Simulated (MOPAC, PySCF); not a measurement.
C2H6OSSi, SMILES `C=[SiH][S@@](C)=O` (C–Si–S–O torsion 10°), neutral singlet in the gas phase. 

Cartesian coordinates (Å):
SMILES: C=[SiH][S@@](C)=O
```xyz
11

C      2.2866     0.5675     0.0505
Si     0.6548     0.8489     0.4132
S     -0.6769    -0.9061     0.6007
C     -1.8386    -0.4329    -0.7068
O      0.1054    -2.0770     0.1162
H      2.6296    -0.4365    -0.1717
H      3.0199     1.3627    -0.0092
H      0.0417     2.1434     0.7974
H     -2.5891    -1.2238    -0.7477
H     -2.3153     0.5137    -0.4419
H     -1.3183    -0.3599    -1.6615
```
Charge 0, multiplicity 1.

All levels are single points at this geometry (PBE0-D3(BJ)/def2-TZVP); Pople sets use spherical d functions. Orbital energies aren't observables, and empty levels follow the basis.

ωB97X-D3(BJ)/def2-TZVP in PySCF gives gap (eV) = 9.26.

Task: Estimate the gap (eV) from each of these levels: PBE-D3(BJ)/def2-TZVP in PySCF; PBE0-D3(BJ)/def2-TZVP in PySCF; BP86/6-31G* in PySCF; SVWN5/6-31G* in PySCF; HF/3-21G in PySCF; AM1 in MOPAC; PM3 in MOPAC; PM7 in MOPAC.

Result: 
| level | gap (eV) |
|---|---|
| PBE-D3(BJ)/def2-TZVP in PySCF | 3.06 |
| PBE0-D3(BJ)/def2-TZVP in PySCF | 5.01 |
| BP86/6-31G* in PySCF | 3.01 |
| SVWN5/6-31G* in PySCF | 2.94 |
| HF/3-21G in PySCF | 10.81 |
| AM1 in MOPAC | 8.16 |
| PM3 in MOPAC | 7.06 |
| PM7 in MOPAC | 7.11 |
